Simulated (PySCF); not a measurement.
PySCF input file for CHF, SMILES [CH]F (connectivity only; charge and spin as stated), neutral, multiplicity 1, B3LYP-D3(BJ)/def2-TZVPD. 

```python
import numpy as np
from pyscf import gto, scf, dft
from pyscf.geomopt import geometric_solver

mol = gto.M(
    atom='''
    C    -0.18751236   -0.68973703   -0.00000000
    F     0.03432922    0.59030639    0.00000000
    H     0.81611116   -1.17433533    0.00000000
    ''',
    basis='def2-TZVPD',
    charge=0,
    spin=0,
    max_memory=1600,
    verbose=3,
)
mf = dft.RKS(mol, xc='b3lyp').density_fit(auxbasis='def2-universal-jkfit')
mf.disp = 'd3bj'
mf.grids.level = 3
mf.conv_tol = 1e-9
mf.max_cycle = 100
mf.kernel()
grad = mf.nuc_grad_method()
grad.grid_response = mol.nao <= 150
conv, mol_eq = geometric_solver.kernel(grad, convergence_set='GAU_TIGHT', maxsteps=100)
print(mol_eq.tostring(format='xyz'))
mf.reset(mol_eq)
mf.kernel()
```

Output:

```
converged SCF energy = -138.470195285942
[banner and settings of the optimiser left out]
Geometry optimization cycle 1
Cartesian coordinates (Angstrom)
 Atom        New coordinates             dX        dY        dZ
   C  -0.187512  -0.689737   0.000000    0.000000  0.000000  0.000000
   F   0.034329   0.590306   0.000000    0.000000  0.000000  0.000000
   H   0.816111  -1.174335   0.000000    0.000000  0.000000  0.000000

WARN: Mole.unit (angstrom) is changed to Bohr

converged SCF energy = -138.470195285704
--------------- DFRKS_Scanner gradients ---------------
         x                y                z
0 C     0.0150557466     0.0091928095    -0.0000000000
1 F    -0.0077788077    -0.0035706346     0.0000000000
2 H    -0.0072769389    -0.0056221749    -0.0000000000
----------------------------------------------
cycle 1: E = -138.470195286  dE = -138.47  norm(grad) = 0.0216565
Step    0 : Gradient = 1.250e-02/1.764e-02 (rms/max) Energy = -138.4701952857
Hessian Eigenvalues: 5.00000e-02 5.00000e-02 5.00000e-02 ... 1.60000e-01 3.21289e-01 6.74368e-01

Geometry optimization cycle 2
Cartesian coordinates (Angstrom)
 Atom        New coordinates             dX        dY        dZ
   C  -0.219219  -0.706783   0.000000   -0.031707 -0.017046  0.000000
   F   0.063865   0.565021   0.000000    0.029536 -0.025285  0.000000
   H   0.818282  -1.132005   0.000000    0.002171  0.042331  0.000000
converged SCF energy = -138.470439803259
--------------- DFRKS_Scanner gradients ---------------
         x                y                z
0 C    -0.0051146164     0.0041328662     0.0000000000
1 F     0.0037786751    -0.0112682138    -0.0000000000
2 H     0.0013359414     0.0071353475     0.0000000000
----------------------------------------------
cycle 2: E = -138.470439803  dE = -0.000244518  norm(grad) = 0.0154009
Step    1 : Displace = 3.918e-02/4.235e-02 (rms/max) Trust = 1.000e-01 (=) Grad = 8.892e-03/1.188e-02 (rms/max) E (change) = -138.4704398033 (-2.445e-04) Quality = 0.249
Hessian Eigenvalues: 4.99999e-02 5.00000e-02 5.00000e-02 ... 2.78700e-01 3.20480e-01 6.92846e-01

Geometry optimization cycle 3
Cartesian coordinates (Angstrom)
 Atom        New coordinates             dX        dY        dZ
   C  -0.207526  -0.701104   0.000000    0.011693  0.005679  0.000000
   F   0.050143   0.580889   0.000000   -0.013722  0.015867  0.000000
   H   0.820311  -1.153551   0.000000    0.002029 -0.021547 -0.000000
converged SCF energy = -138.47083348735
--------------- DFRKS_Scanner gradients ---------------
         x                y                z
0 C     0.0004933418     0.0022524663     0.0000000000
1 F    -0.0005474391    -0.0020397661    -0.0000000000
2 H     0.0000540973    -0.0002127002     0.0000000000
----------------------------------------------
cycle 3: E = -138.470833487  dE = -0.000393684  norm(grad) = 0.00313456
Step    2 : Displace = 1.895e-02/2.175e-02 (rms/max) Trust = 1.959e-02 (-) Grad = 1.810e-03/2.306e-03 (rms/max) E (change) = -138.4708334874 (-3.937e-04) Quality = 0.991
Hessian Eigenvalues: 4.99990e-02 5.00000e-02 5.00000e-02 ... 2.94818e-01 3.30831e-01 6.32912e-01

Geometry optimization cycle 4
Cartesian coordinates (Angstrom)
 Atom        New coordinates             dX        dY        dZ
   C  -0.207914  -0.702259   0.000000   -0.000388 -0.001155 -0.000000
   F   0.050288   0.581538   0.000000    0.000144  0.000649  0.000000
   H   0.820554  -1.153045  -0.000000    0.000243  0.000506 -0.000000
converged SCF energy = -138.470838958586
--------------- DFRKS_Scanner gradients ---------------
         x                y                z
0 C     0.0000692767     0.0008290329     0.0000000000
1 F    -0.0001841614    -0.0007098095     0.0000000000
2 H     0.0001148847    -0.0001192234    -0.0000000000
----------------------------------------------
cycle 4: E = -138.470838959  dE = -5.47124e-06  norm(grad) = 0.00112127
Step    3 : Displace = 8.309e-04/1.135e-03 (rms/max) Trust = 2.770e-02 (+) Grad = 6.474e-04/8.319e-04 (rms/max) E (change) = -138.4708389586 (-5.471e-06) Quality = 1.349
Hessian Eigenvalues: 4.98449e-02 5.00000e-02 5.00000e-02 ... 2.69275e-01 3.09530e-01 4.82420e-01

Geometry optimization cycle 5
Cartesian coordinates (Angstrom)
 Atom        New coordinates             dX        dY        dZ
   C  -0.207942  -0.703052  -0.000000   -0.000028 -0.000793 -0.000000
   F   0.050130   0.581810  -0.000000   -0.000158  0.000272 -0.000000
   H   0.820740  -1.152524  -0.000000    0.000186  0.000522 -0.000000
converged SCF energy = -138.470839792054
--------------- DFRKS_Scanner gradients ---------------
         x                y                z
0 C    -0.0000220220     0.0000170021     0.0000000000
1 F     0.0000073220    -0.0000037582    -0.0000000000
2 H     0.0000146999    -0.0000132439     0.0000000000
----------------------------------------------
cycle 5: E = -138.470839792  dE = -8.33468e-07  norm(grad) = 3.51179e-05
Step    4 : Displace = 4.731e-04/6.344e-04 (rms/max) Trust = 3.918e-02 (+) Grad = 2.028e-05/2.782e-05 (rms/max) E (change) = -138.4708397921 (-8.335e-07) Quality = 1.021
Hessian Eigenvalues: 4.89552e-02 5.00000e-02 5.00000e-02 ... 2.69493e-01 3.05527e-01 4.86150e-01

Geometry optimization cycle 6
Cartesian coordinates (Angstrom)
 Atom        New coordinates             dX        dY        dZ
   C  -0.207857  -0.703181  -0.000000    0.000085 -0.000129 -0.000000
   F   0.049875   0.581768  -0.000000   -0.000255 -0.000042  0.000000
   H   0.820910  -1.152353  -0.000000    0.000170  0.000171 -0.000000
converged SCF energy = -138.470839801161
--------------- DFRKS_Scanner gradients ---------------
         x                y                z
0 C    -0.0000060084    -0.0000078674     0.0000000000
1 F     0.0000108402     0.0000120478     0.0000000000
2 H    -0.0000048318    -0.0000041803     0.0000000000
----------------------------------------------
cycle 6: E = -138.470839801  dE = -9.1074e-09  norm(grad) = 2.00369e-05
Step    5 : Displace = 1.895e-05/2.398e-05 (rms/max) Trust = 5.540e-02 (+) Grad = 1.157e-05/1.621e-05 (rms/max) E (change) = -138.4708398012 (-9.107e-09) Quality = 1.744
Hessian Eigenvalues: 5.84252e-03 5.00000e-02 5.00000e-02 ... 2.77094e-01 4.21320e-01 6.32833e-01

Geometry optimization cycle 7
Cartesian coordinates (Angstrom)
 Atom        New coordinates             dX        dY        dZ
   C  -0.207219  -0.704120  -0.000000    0.000638 -0.000940 -0.000000
   F   0.047801   0.581406  -0.000000   -0.002074 -0.000362 -0.000000
   H   0.822346  -1.151052  -0.000000    0.001436  0.001301 -0.000000
converged SCF energy = -138.47083985361
--------------- DFRKS_Scanner gradients ---------------
         x                y                z
0 C     0.0000678449    -0.0000574794    -0.0000000000
1 F     0.0000121421     0.0000309834     0.0000000000
2 H    -0.0000799870     0.0000264960    -0.0000000000
----------------------------------------------
cycle 7: E = -138.470839854  dE = -5.24488e-08  norm(grad) = 0.000126942
Step    6 : Displace = 6.971e-05/9.184e-05 (rms/max) Trust = 7.835e-02 (+) Grad = 7.329e-05/8.892e-05 (rms/max) E (change) = -138.4708398536 (-5.245e-08) Quality = 1.558
Hessian Eigenvalues: 1.83374e-03 5.00000e-02 5.00000e-02 ... 2.83741e-01 4.78488e-01 7.92897e-01

Geometry optimization cycle 8
Cartesian coordinates (Angstrom)
 Atom        New coordinates             dX        dY        dZ
   C  -0.205887  -0.706150  -0.000000    0.001332 -0.002030 -0.000000
   F   0.043216   0.580609  -0.000000   -0.004585 -0.000797 -0.000000
   H   0.825599  -1.148225  -0.000000    0.003254  0.002827 -0.000000
converged SCF energy = -138.470839939533
--------------- DFRKS_Scanner gradients ---------------
         x                y                z
0 C     0.0001309047    -0.0001354605    -0.0000000000
1 F     0.0000203936     0.0000767511     0.0000000000
2 H    -0.0001512982     0.0000587094    -0.0000000000
----------------------------------------------
cycle 8: E = -138.47083994  dE = -8.59224e-08  norm(grad) = 0.000261018
Step    7 : Displace = 7.425e-05/9.443e-05 (rms/max) Trust = 1.108e-01 (+) Grad = 1.507e-04/1.884e-04 (rms/max) E (change) = -138.4708399395 (-8.592e-08) Quality = 1.535
Hessian Eigenvalues: 7.93974e-04 5.00000e-02 5.00000e-02 ... 2.83959e-01 4.76072e-01 8.83563e-01

Geometry optimization cycle 9
Cartesian coordinates (Angstrom)
 Atom        New coordinates             dX        dY        dZ
   C  -0.203606  -0.709593  -0.000000    0.002281 -0.003443 -0.000000
   F   0.035215   0.579163  -0.000000   -0.008001 -0.001446 -0.000000
   H   0.831319  -1.143336  -0.000000    0.005720  0.004889 -0.000000
converged SCF energy = -138.470840067981
--------------- DFRKS_Scanner gradients ---------------
         x                y                z
0 C     0.0001649288    -0.0001893074    -0.0000000000
1 F     0.0000251332     0.0001122683     0.0000000000
2 H    -0.0001900620     0.0000770392    -0.0000000000
----------------------------------------------
cycle 9: E = -138.470840068  dE = -1.28448e-07  norm(grad) = 0.000343996
Step    8 : Displace = 4.325e-05/5.434e-05 (rms/max) Trust = 1.567e-01 (+) Grad = 1.986e-04/2.511e-04 (rms/max) E (change) = -138.4708400680 (-1.284e-07) Quality = 1.509
Hessian Eigenvalues: 4.98301e-04 5.00000e-02 5.00000e-02 ... 2.84439e-01 4.65698e-01 7.45766e-01

Geometry optimization cycle 10
Cartesian coordinates (Angstrom)
 Atom        New coordinates             dX        dY        dZ
   C  -0.200916  -0.713576  -0.000000    0.002690 -0.003983 -0.000000
   F   0.025685   0.577344  -0.000000   -0.009530 -0.001819 -0.000000
   H   0.838159  -1.137535  -0.000000    0.006840  0.005801 -0.000000
converged SCF energy = -138.470840193071
--------------- DFRKS_Scanner gradients ---------------
         x                y                z
0 C     0.0001291794    -0.0001469955    -0.0000000000
1 F     0.0000164939     0.0000870541     0.0000000000
2 H    -0.0001456733     0.0000599414    -0.0000000000
----------------------------------------------
cycle 10: E = -138.470840193  dE = -1.2509e-07  norm(grad) = 0.000266382
Step    9 : Displace = 4.178e-05/5.060e-05 (rms/max) Trust = 2.216e-01 (+) Grad = 1.538e-04/1.957e-04 (rms/max) E (change) = -138.4708401931 (-1.251e-07) Quality = 1.288
Hessian Eigenvalues: 5.63906e-04 5.00000e-02 5.00000e-02 ... 2.84423e-01 4.06576e-01 5.45167e-01

Geometry optimization cycle 11
Cartesian coordinates (Angstrom)
 Atom        New coordinates             dX        dY        dZ
   C  -0.200302  -0.714486  -0.000000    0.000614 -0.000911  0.000000
   F   0.023302   0.576871  -0.000000   -0.002383 -0.000473  0.000000
   H   0.839927  -1.136151  -0.000000    0.001768  0.001384 -0.000000
converged SCF energy = -138.470840244253
--------------- DFRKS_Scanner gradients ---------------
         x                y                z
0 C     0.0000458168    -0.0000530905     0.0000000000
1 F     0.0000055786     0.0000312630     0.0000000000
2 H    -0.0000513954     0.0000218275    -0.0000000000
----------------------------------------------
cycle 11: E = -138.470840244  dE = -5.11817e-08  norm(grad) = 9.5101e-05
Step   10 : Displace = 9.164e-05/1.161e-04 (rms/max) Trust = 3.000e-01 (+) Grad = 5.491e-05/7.013e-05 (rms/max) E (change) = -138.4708402443 (-5.118e-08) Quality = 1.290
Hessian Eigenvalues: 6.39653e-04 5.00000e-02 5.00000e-02 ... 2.72640e-01 2.85842e-01 5.06169e-01

Geometry optimization cycle 12
Cartesian coordinates (Angstrom)
 Atom        New coordinates             dX        dY        dZ
   C  -0.200558  -0.714118  -0.000000   -0.000257  0.000369  0.000000
   F   0.024057   0.577018  -0.000000    0.000754  0.000147  0.000000
   H   0.839429  -1.136666  -0.000000   -0.000498 -0.000516  0.000000
converged SCF energy = -138.470840252277
--------------- DFRKS_Scanner gradients ---------------
         x                y                z
0 C     0.0000005382    -0.0000042363    -0.0000000000
1 F     0.0000009944     0.0000031605    -0.0000000000
2 H    -0.0000015327     0.0000010758    -0.0000000000
----------------------------------------------
cycle 12: E = -138.470840252  dE = -8.02427e-09  norm(grad) = 5.72016e-06
Step   11 : Displace = 4.981e-05/6.373e-05 (rms/max) Trust = 3.000e-01 (=) Grad = 3.303e-06/4.270e-06 (rms/max) E (change) = -138.4708402523 (-8.024e-09) Quality = 1.036
Hessian Eigenvalues: 6.54798e-04 5.00000e-02 5.00000e-02 ... 2.57147e-01 2.88659e-01 5.01619e-01

Geometry optimization cycle 13
Cartesian coordinates (Angstrom)
 Atom        New coordinates             dX        dY        dZ
   C  -0.200523  -0.714166  -0.000000    0.000035 -0.000048  0.000000
   F   0.023932   0.576993  -0.000000   -0.000125 -0.000025  0.000000
   H   0.839519  -1.136593  -0.000000    0.000090  0.000073  0.000000
converged SCF energy = -138.470840252316
--------------- DFRKS_Scanner gradients ---------------
         x                y                z
0 C     0.0000003021    -0.0000002918    -0.0000000000
1 F    -0.0000002705     0.0000004876     0.0000000000
2 H    -0.0000000316    -0.0000001958    -0.0000000000
----------------------------------------------
cycle 13: E = -138.470840252  dE = -3.88525e-11  norm(grad) = 7.25739e-07
Step   12 : Displace = 3.170e-06/3.760e-06 (rms/max) Trust = 3.000e-01 (=) Grad = 4.190e-07/5.576e-07 (rms/max) E (change) = -138.4708402523 (-3.885e-11) Quality = 1.039
Hessian Eigenvalues: 6.54798e-04 5.00000e-02 5.00000e-02 ... 2.57147e-01 2.88659e-01 5.01619e-01
Converged! =D

3
XYZ from PySCF
C          -0.20052285       -0.71416614       -0.00000000
F           0.02393163        0.57699298       -0.00000000
H           0.83951924       -1.13659281       -0.00000000
converged SCF energy = -138.470840252345
```

The calculation finished and met its thresholds.
